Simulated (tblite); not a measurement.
S8, charge +1, doublet, at a GFN2-xTB geometry (a state made from the parent by changing its charge; the spin is typed, not shown lowest); tblite with GFN1-xTB.

Here is a job for tblite.
```
$ tblite run mol.xyz --method gfn1 --charge 1 --spin 1 --json tblite.json --no-restart

# file mol.xyz
8

S      1.76055882    -1.74117587     0.04334133
S      1.54071667    -0.06255941     1.20549792
S      1.91603607     1.56897282     0.01641017
S      0.13307178     1.97084334    -0.97062171
S     -1.35019835     1.70613216     0.43979299
S     -2.44338084     0.11263017    -0.26242959
S     -1.50382919    -1.56470609     0.46640432
S     -0.05297496    -1.99013712    -0.93839543
```

What the program printed (banner, timings and long lists left out):

```
xTB calculator
 | screened Coulomb repulsion
 | Coulomb electrostatics
 |  * isotropic Klopman-Ohno-Mataga-Nishimoto electrostatics
 |  * onsite third-order electrostatics
 | DFT-D3(BJ) dispersion correction

halogen bonding energy    0.0000000000000E+00 Eh
repulsion energy          4.5499519689226E-02 Eh
dispersion energy        -1.0391731875067E-02 Eh
number of electrons       4.7000000000000E+01 e
integral cutoff           1.9487547202114E+01 bohr

------------------------------------------------------------
  cycle        total energy    energy error   density error
------------------------------------------------------------
      1     -29.10520590867  -2.9140314E+01   6.5295880E-02
      2     -29.09483963298   1.0366276E-02   6.8873283E-02
      3     -29.10964888581  -1.4809253E-02   3.2859073E-02
      4     -29.10992870594  -2.7982013E-04   2.1940084E-02
      5     -29.11156545906  -1.6367531E-03   1.1918000E-03
      6     -29.11157298054  -7.5214813E-06   2.9872351E-04
      7     -29.11157324297  -2.6242748E-07   2.6008527E-04
      8     -29.11157339603  -1.5305555E-07   1.1885473E-04
      9     -29.11157342429  -2.8261052E-08   8.5743422E-07
------------------------------------------------------------

electronic energy        -2.9146681212100E+01 Eh
total energy             -2.9111573424286E+01 Eh

Post processing:
 | Mayer-Wiberg bond orders

[Info] JSON dump of results written to 'tblite.json'
```
